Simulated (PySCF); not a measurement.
C₃H₇B, SMILES C=CCB. Atoms are numbered in the order given.

```xyz
11

B      0.8478     0.2466     1.7487
C      0.0744    -0.5062     0.6291
C     -0.5075     0.2954    -0.4874
C     -0.3452     0.0394    -1.7865
H     -0.7523    -0.8905     1.2822
H      0.5853    -1.4153     0.2736
H     -1.0895     1.1775    -0.1909
H      0.2324    -0.8244    -2.1323
H     -0.7796     0.6860    -2.5531
H      1.5878    -0.3607     2.4889
H      0.6471     1.4225     1.9575
```
Charge 0, spin multiplicity 1.

The structure is a stationary point at PBE0-D3(BJ)/def2-SVP. The structure was generated by enumeration, and PubChem lists no compound with its InChIKey, so it may never have been made. Other conformers were not sampled.

All values below come from PBE0-D3(BJ)/def2-SVP run with PySCF.

Harmonic, unscaled wavenumbers; measured fundamentals usually lie a few per cent lower.

```json
[
 {"mode": "1", "ν (cm⁻¹)": "98", "IR (km/mol)": "0.9", "Raman (Å⁴/amu)": "7.4", "depolarisation": "0.72", "moving atoms (share of kinetic energy)": "C 49 %, H 34 %, B 17 %"},
 {"mode": "2", "ν (cm⁻¹)": "253", "IR (km/mol)": "0.5", "Raman (Å⁴/amu)": "3.5", "depolarisation": "0.74", "moving atoms (share of kinetic energy)": "H 90 %"},
 {"mode": "3", "ν (cm⁻¹)": "282", "IR (km/mol)": "1.8", "Raman (Å⁴/amu)": "5.3", "depolarisation": "0.71", "moving atoms (share of kinetic energy)": "H 54 %, C 35 %, B 11 %"},
 {"mode": "4", "ν (cm⁻¹)": "401", "IR (km/mol)": "1.4", "Raman (Å⁴/amu)": "8.5", "depolarisation": "0.43", "moving atoms (share of kinetic energy)": "H 70 %, C 27 %"},
 {"mode": "5", "ν (cm⁻¹)": "512", "IR (km/mol)": "1.3", "Raman (Å⁴/amu)": "2.4", "depolarisation": "0.71", "moving atoms (share of kinetic energy)": "H 55 %, C 35 %, B 10 %"},
 {"mode": "6", "ν (cm⁻¹)": "632", "IR (km/mol)": "13.5", "Raman (Å⁴/amu)": "11.2", "depolarisation": "0.54", "moving atoms (share of kinetic energy)": "H 74 %, C 25 %"},
 {"mode": "7", "ν (cm⁻¹)": "782", "IR (km/mol)": "3.8", "Raman (Å⁴/amu)": "2.7", "depolarisation": "0.12", "moving atoms (share of kinetic energy)": "H 58 %, B 24 %, C 18 %"},
 {"mode": "8", "ν (cm⁻¹)": "931", "IR (km/mol)": "31.1", "Raman (Å⁴/amu)": "1.4", "depolarisation": "0.49", "moving atoms (share of kinetic energy)": "H 73 %, C 26 %"},
 {"mode": "9", "ν (cm⁻¹)": "934", "IR (km/mol)": "13.3", "Raman (Å⁴/amu)": "2.2", "depolarisation": "0.38", "moving atoms (share of kinetic energy)": "H 72 %, C 23 %"},
 {"mode": "10", "ν (cm⁻¹)": "990", "IR (km/mol)": "9.6", "Raman (Å⁴/amu)": "2.6", "depolarisation": "0.73", "moving atoms (share of kinetic energy)": "H 67 %, C 26 %"},
 {"mode": "11", "ν (cm⁻¹)": "1013", "IR (km/mol)": "40.0", "Raman (Å⁴/amu)": "4.6", "depolarisation": "0.52", "moving atoms (share of kinetic energy)": "H 67 %, B 20 %, C 12 %"},
 {"mode": "12", "ν (cm⁻¹)": "1034", "IR (km/mol)": "1.7", "Raman (Å⁴/amu)": "1.6", "depolarisation": "0.72", "moving atoms (share of kinetic energy)": "H 82 %, C 14 %"},
 {"mode": "13", "ν (cm⁻¹)": "1104", "IR (km/mol)": "21.7", "Raman (Å⁴/amu)": "6.5", "depolarisation": "0.29", "moving atoms (share of kinetic energy)": "H 65 %, C 23 %, B 12 %"},
 {"mode": "14", "ν (cm⁻¹)": "1201", "IR (km/mol)": "10.2", "Raman (Å⁴/amu)": "9.7", "depolarisation": "0.60", "moving atoms (share of kinetic energy)": "H 55 %, C 44 %"},
 {"mode": "15", "ν (cm⁻¹)": "1202", "IR (km/mol)": "20.4", "Raman (Å⁴/amu)": "2.7", "depolarisation": "0.70", "moving atoms (share of kinetic energy)": "H 83 %, B 9 %"},
 {"mode": "16", "ν (cm⁻¹)": "1287", "IR (km/mol)": "50.9", "Raman (Å⁴/amu)": "9.2", "depolarisation": "0.20", "moving atoms (share of kinetic energy)": "H 55 %, C 30 %, B 15 %"},
 {"mode": "17", "ν (cm⁻¹)": "1314", "IR (km/mol)": "19.7", "Raman (Å⁴/amu)": "13.5", "depolarisation": "0.53", "moving atoms (share of kinetic energy)": "H 74 %, C 23 %"},
 {"mode": "18", "ν (cm⁻¹)": "1362", "IR (km/mol)": "12.3", "Raman (Å⁴/amu)": "15.4", "depolarisation": "0.74", "moving atoms (share of kinetic energy)": "H 90 %, C 10 %"},
 {"mode": "19", "ν (cm⁻¹)": "1436", "IR (km/mol)": "3.3", "Raman (Å⁴/amu)": "10.3", "depolarisation": "0.44", "moving atoms (share of kinetic energy)": "H 79 %, C 21 %"},
 {"mode": "20", "ν (cm⁻¹)": "1742", "IR (km/mol)": "24.8", "Raman (Å⁴/amu)": "33.2", "depolarisation": "0.19", "moving atoms (share of kinetic energy)": "C 88 %, H 12 %"},
 {"mode": "21", "ν (cm⁻¹)": "2568", "IR (km/mol)": "117.8", "Raman (Å⁴/amu)": "149.3", "depolarisation": "0.08", "moving atoms (share of kinetic energy)": "H 95 %"},
 {"mode": "22", "ν (cm⁻¹)": "2662", "IR (km/mol)": "136.6", "Raman (Å⁴/amu)": "67.8", "depolarisation": "0.73", "moving atoms (share of kinetic energy)": "H 88 %, B 12 %"},
 {"mode": "23", "ν (cm⁻¹)": "2918", "IR (km/mol)": "32.2", "Raman (Å⁴/amu)": "156.0", "depolarisation": "0.16", "moving atoms (share of kinetic energy)": "H 94 %"},
 {"mode": "24", "ν (cm⁻¹)": "3111", "IR (km/mol)": "5.3", "Raman (Å⁴/amu)": "83.5", "depolarisation": "0.34", "moving atoms (share of kinetic energy)": "H 92 %"},
 {"mode": "25", "ν (cm⁻¹)": "3154", "IR (km/mol)": "10.3", "Raman (Å⁴/amu)": "38.2", "depolarisation": "0.17", "moving atoms (share of kinetic energy)": "H 94 %"},
 {"mode": "26", "ν (cm⁻¹)": "3166", "IR (km/mol)": "5.1", "Raman (Å⁴/amu)": "139.9", "depolarisation": "0.19", "moving atoms (share of kinetic energy)": "H 92 %, C 8 %"},
 {"mode": "27", "ν (cm⁻¹)": "3260", "IR (km/mol)": "7.8", "Raman (Å⁴/amu)": "81.1", "depolarisation": "0.64", "moving atoms (share of kinetic energy)": "H 89 %, C 11 %"}
]
```
